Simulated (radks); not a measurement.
Br18.8+, 16.2 electrons, occupied as [He] 2s2 2p(up 3, down 2.2) 3s2 3p5 (fractional occupations, a model configuration). Calculated with a radial shooting solver on a logarithmic mesh with Libxc functionals: scalar-relativistic Kohn-Sham, r2SCAN, spin-polarised, spherical densities, finite nucleus; open shells are filled with parallel spins first; meta-GGA in the generalised Kohn-Sham scheme; Fermi nuclear charge, rms radius 4.1629 fm. Some entries of the table are withheld. Estimate them.

orbital,occ.,eigenvalue (Ry),<r^2> (bohr^2)
1s up,1,-1042.816,0.002462
1s down,1,-1042.208,0.002459
2s up,1,-186.0690,0.04078
2s down,1,-185.3325,0.04086
2p up,3,(1),0.03200
2p down,2.2,(2),0.03212
3s up,1,(3),0.2577
3s down,1,(4),0.2592
3p up,3,(5),0.2507
3p down,2,(6),0.2525

Answer. 
(1) 2p up eigenvalue (Ry): -171.7251
(2) 2p down eigenvalue (Ry): -170.7568
(3) 3s up eigenvalue (Ry): -63.55123
(4) 3s down eigenvalue (Ry): -63.12806
(5) 3p up eigenvalue (Ry): -58.73411
(6) 3p down eigenvalue (Ry): -58.26867
